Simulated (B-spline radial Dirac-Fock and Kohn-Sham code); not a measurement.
Electron momentum distribution of Sb²⁸⁺: Compton profiles

System: Sb²⁸⁺, 1s2 2s2 2p6 3s2 3p6 3d5.

Method: the impulse approximation on configuration-average Dirac-Fock orbitals. Computed with a B-spline atomic structure program. pz is in atomic units of momentum; subshell profiles are per electron, for a selection of subshells; open shells are spread over both j values by their weights.

```csv
pz,J total,J 1s1/2,J 2p3/2,J 3p1/2,J 3d5/2
0,1.259,0.0159,0.0295,0.0731,0.0498
0.4,1.256,0.0159,0.0295,0.0731,0.0498
0.5,1.254,0.0159,0.0295,0.0731,0.0498
0.6,1.252,0.0159,0.0295,0.0731,0.0498
0.8,1.247,0.0159,0.0295,0.0731,0.0498
1,1.240,0.0159,0.0295,0.0730,0.0498
1.2,1.231,0.0159,0.0295,0.0729,0.0498
1.4,1.221,0.0159,0.0295,0.0728,0.0498
1.6,1.210,0.0159,0.0295,0.0726,0.0498
1.8,1.197,0.0159,0.0295,0.0722,0.0498
2,1.183,0.0159,0.0295,0.0718,0.0497
2.5,1.142,0.0158,0.0295,0.0702,0.0497
3,1.093,0.0158,0.0294,0.0676,0.0495
4,0.9779,0.0157,0.0292,0.0595,0.0485
5,0.8506,0.0155,0.0289,0.0484,0.0463
7,0.6102,0.0151,0.0276,0.0252,0.0377
10,0.3666,0.0143,0.0238,0.00650,0.0213
15,0.1816,0.0125,0.0154,0.00279,0.00571
20,0.09903,0.0106,0.00844,0.00233,0.00140
30,0.03500,0.00682,0.00211,0.000741,0.000107
40,0.01519,0.00410,0.000541,0.000201,1.23e-05
60,0.004004,0.00141,5.20e-05,2.12e-05,< 1e-6
100,0.0005320,0.000214,1.77e-06,< 1e-6,< 1e-6
```

J(0) = 1.259. The 3p3/2 subshell gives the largest part, 24 %.

Mean momentum ⟨p⟩ by subshell (a.u.): 1s1/2 46.9, 2s1/2 16.7, 2p1/2 22.3, 2p3/2 21.2, 3s1/2 8.69, 3p1/2 10.3, 3p3/2 10.0, 3d3/2 12.0, 3d5/2 11.9.
